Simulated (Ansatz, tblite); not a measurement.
Dissociation curve of Ga2, triplet. Each curve is given relative to its own lowest point near equilibrium.

| R / Å | A | B | C |
|---|---|---|---|
| 2.54 | 6.4 | 8.6 | 8.4 |
| 2.62 | 1.9 | 2.8 | 2.7 |
| 2.70 | 0.0 | 0.3 | 0.2 |
| 2.74 | 0.0 | 0.0 | 0.0 |
| 2.92 | 5.3 | 4.7 | 4.9 |
| 3.00 | 9.6 | 8.9 | 9.3 |
| 3.07 | 14.1 | 13.3 | 13.8 |
| 3.38 | 40.3 | 36.5 | 39.3 |
| 3.71 | 71.1 | 61.1 | 68.7 |
| 4.05 | 100.4 | 81.9 | 91.1 |
| 4.50 | 131.1 | 101.4 | 106.5 |
| 4.91 | 150.2 | 112.1 | 113.0 |
| 5.28 | 161.4 | 117.3 | 116.2 |
| 5.90 | 170.6 | 121.1 | 118.9 |
| 6.64 | 173.3 | 122.7 | 120.3 |
| 7.36 | 173.8 | 123.3 | 120.9 |
| 7.96 | 174.0 | 123.6 | 121.2 |

Energies in kJ/mol.

Task: Match the curves with the methods tblite with GFN2-xTB, 300 K electronic temperature; CCSD(T) on UHF/cc-pVTZ, cores with 3d frozen (Ansatz, an electronic-structure program); CCSDT(Q) on UHF/cc-pVTZ, cores with 3d frozen (Ansatz).

Result: A is GFN2-xTB; B is UCCSDT(Q); C is UCCSD(T).

The scan ran from 2.17 to 7.96 Å; beyond the distances shown full CI changes its symmetry label.
